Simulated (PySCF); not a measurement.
Method: TPSSh-D3(BJ)/def2-TZVP // TPSS-D3(BJ)/def2-SVP (PySCF 2.14.0). All species are isolated molecules in the gas phase. One relaxed conformer stands for a flexible species; it need not be the lowest. 

Reference species: [Mo(F)(OH)5] (neutral, multiplicity 1).

```yaml
charge on the central atom (Mulliken): 1.71 e
coordination_number: 6
mean_distance_from_the_central_atom_to_its_bonded_neighbours: 1.910 Å
```

Changed species: [Mo(OH)6] (6 of 6 F replaced by OH; the reference has 5 of 6 F replaced by OH).

What does the change do to the charge on the central atom (Mulliken), coordination number and mean distance from the central atom to its bonded neighbours?

the charge on the central atom (Mulliken) falls by 0.11 e, to 1.60 e; the coordination number stays essentially unchanged; the mean distance from the central atom to its bonded neighbours rises by 0.015 Å, to 1.925 Å.
